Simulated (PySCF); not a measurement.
All of these have the formula C5H9FO2. Level of theory: TDDFT CAM-B3LYP/def2-SVPD, vertical, gas phase, core orbitals frozen in the response (PySCF 2.14.0, density-fitted response routines). Geometries: GFN2-xTB; one conformer of each isolated species. Triplets are in the Tamm–Dancoff approximation. 'Strongest' means the level of largest summed f among the lowest 8 singlets; it needn't be the same kind of state in each.

**Question.** Rank by computed lowest singlet excitation energy, lowest first.
A. `CC[C@@H](OC)C(=O)F`
B. `FCCC1OCCO1`
C. `CCO[C@@H](F)CC=O`
D. `COC[C@H](C)C(=O)F`

**Answer.** C (4.25 eV), A (5.90 eV), D (6.11 eV), B (7.30 eV).

| SMILES | S1 (eV) | f (strongest) | gap (eV) | α (au) | T1 (eV) | S1 mainly |
| --- | --- | --- | --- | --- | --- | --- |
| CCO[C@@H](F)CC=O | 4.25 | 0.06 | 9.33 | 69.8 | 3.63 | H→L (97%) |
| CC[C@@H](OC)C(=O)F | 5.90 | 0.06 | 10.07 | 68.8 | 5.33 | H→L (47%) |
| COC[C@H](C)C(=O)F | 6.11 | 0.03 | 9.99 | 68.8 | 5.54 | H-1→L (86%) |
| FCCC1OCCO1 | 7.30 | 0.05 | 10.28 | 67.0 | 7.16 | H→L (78%) |

H and L stand for HOMO and LUMO.

- `CCO[C@@H](F)CC=O`: S1 has the pattern of n→π* at C=O.
- `CC[C@@H](OC)C(=O)F`: Löwdin shares by element: HOMO oxygen 57%, carbon 18% or more (atoms not listed hold the other 24%); LUMO carbon 45% or more, oxygen 31% or more, fluorine 9%.
- `COC[C@H](C)C(=O)F`: Löwdin shares by element: HOMO oxygen 61% or more, carbon 20% or more, hydrogen 5% or more; LUMO carbon 42% or more, oxygen 28% or more, fluorine 9% (atoms not listed hold the other 21%).
- `FCCC1OCCO1`: Löwdin shares by element: HOMO oxygen 54%, carbon 12% or more, hydrogen 8% or more (atoms not listed hold the other 26%); LUMO carbon 34% or more, hydrogen 9% or more, oxygen 8% or more (atoms not listed hold the other 49%).
